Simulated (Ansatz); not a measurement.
An input meant for the cluster RuBr₃ (charge 0, doublet).

```yaml
crystal:
  periodic: [false, false, false]
  atoms:
    - {symbol: Ru, position_ang: [0.127103, 0.045514, -0.146638]}
    - {symbol: Br, position_ang: [1.066877, -2.040393, 0.378183]}
    - {symbol: Br, position_ang: [0.628377, 1.886185, 1.220936]}
    - {symbol: Br, position_ang: [-1.822356, 0.108694, -1.452481]}
basis:
  gaussian: {orbitals: ANO-RCC-VTZP}
magnetization: {spin_polarized: true, initial_magnetization: 1}
hamiltonian: {xc: {name: M06-2X}}
scf: {omitted_lower_state_checks: [starts]}
output: {forces: true}
```

```sh
$ ansatz run in.yaml --threads 4 --pin off --events-out ev --progress --plain --max-ram 4787MiB
```

Shortened log:

```
Error: YAML parse error: error: line 11 column 19: hamiltonian.xc: no functional is named "M06-2X"; the names, which are not case-sensitive, are SVWN5, SPW92, PBE, PBE0, PBEsol, revPBE, revPBE0, RPBE, rPW86-PBE, HSE06, wPBEh, LC-wPBE, HISS, HF, BLYP, B3LYP, B3LYP5, BHLYP, CAM-B3LYP, r2SCAN, r2SCANh, r2SCAN0, r2SCAN50, m-r2SCAN, B97, wB97, wB97X, wB97X-V, B97M-V, wB97M-V, B2PLYP, B2GP-PLYP, PBE0-DH, PBE-QIDH
 9 |   gaussian: {orbitals: ANO-RCC-VTZP}
10 | magnetization: {spin_polarized: true, initial_magnetization: 1}
11 | hamiltonian: {xc: {name: M06-2X}}
12 | scf: {omitted_lower_state_checks: [starts]}
13 | output: {forces: true}
```

Q: What is wrong with this run?

A: The method's name isn't one that the program takes here. The program refused the input.
